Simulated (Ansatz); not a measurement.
Molecule: CH8O2Si2, charge 0, multiplicity 1. 
Structure (B3LYP-D3(BJ)/def2-TZVP (Ansatz, a quantum-chemistry and plane-wave program) minimum search):
```xyz
13

Si     1.7815    -1.0026     0.4465
O      0.4793    -0.2456     1.1420
C      0.0199     1.0224     0.7533
O     -0.4641     1.0298    -0.5642
Si    -1.7976     0.1745    -1.0567
H      1.4384    -1.5932    -0.8660
H      2.8836    -0.0261     0.2652
H      2.1754    -2.0703     1.3862
H     -0.7714     1.2987     1.4559
H      0.8308     1.7551     0.7941
H     -2.2008     0.7657    -2.3474
H     -1.4940    -1.2622    -1.2378
H     -2.8780     0.3183    -0.0500
```
Charge 0, spin multiplicity 1.

Parts of the frozen-core correlation energy in 6-31G (Ansatz, hartree). Frozen orbitals: 13; correlated occupied orbitals by spin: 16 and 16; virtual: 40 and 40. Spin-orbit coupling is left out. No relativistic terms.

| term | value |
|---|---|
| reference (HF) | -769.92887 |
| MP2 opposite-spin | -0.34287 |
| MP2 same-spin | -0.09604 |
| CCSD correlation | -0.48391 |
| (T) | -0.00987 |
| T1 diagnostic | 0.012 |
| largest doubles amplitude | 0.016 |
